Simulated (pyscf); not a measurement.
H₃C–CH•–SiH₃ (SMILES C[CH][SiH3]) → H₃C–CH₂–SiH₂• (SMILES CC[SiH2]), a hydrogen shift (doublet surface; H–Si broken, C–H formed). PySCF, gas phase, ωB97X-D3(BJ)/def2-SVP geometries. MP2 and CC: frozen core, UHF for open shells. ΔMP2 is the change of the MP2 total energy from the triple- to the quadruple-zeta basis. Energies in eV from the reactant's lowest minimum found.

Small-basis levels: PySCF, no dispersion term, spherical d functions. AM1 to PM7: differences of heats of formation from MOPAC, which are fitted to 298 K values and so differ in kind from electronic energies by zero-point and thermal terms. Open shells are spin-unrestricted. 

```json
[
 {"level": "HF/6-31G*", "barrier": "2.49", "reaction energy": "-0.07"},
 {"level": "BP86/6-31G*", "barrier": "1.60", "reaction energy": "-0.36"},
 {"level": "B3LYP/LANL2DZ", "barrier": "1.87", "reaction energy": "-0.41"},
 {"level": "B3LYP/6-31G*", "barrier": "1.82", "reaction energy": "-0.29"},
 {"level": "M06-2X/6-31G*", "barrier": "1.87", "reaction energy": "-0.46"},
 {"level": "PBE/def2-SVP", "barrier": "1.48", "reaction energy": "-0.38"},
 {"level": "PM7", "barrier": "___", "reaction energy": "-0.28"},
 {"level": "CCSD(T)/def2-TZVPP + ΔMP2(QZVPP)", "barrier": "___", "reaction energy": "-0.31"}
]
```

Question: Some entries are withheld; supply them.

Answer: 
- PM7, barrier: 1.31
- CCSD(T)/def2-TZVPP + ΔMP2(QZVPP), barrier: 1.75

Against the last row the barrier runs from -0.44 (PM7) to +0.74 eV (HF/6-31G*). CCSD(T)/def2-TZVPP + ΔMP2(QZVPP) has limits of its own. H₃C–CH•–SiH₃ lies 0.77 eV over its isomer H₃C–SiH•–CH₃ (electronic energy, ωB97M-D3(BJ)/def2-TZVP). H₃C–CH₂–SiH₂• lies 0.51 eV over its isomer H₃C–SiH•–CH₃ (electronic energy, ωB97M-D3(BJ)/def2-TZVP). One saddle was located; it need not be the lowest between these sides. The CCSD(T) − MP2 part came from Ansatz, without density fitting, on the same reference.
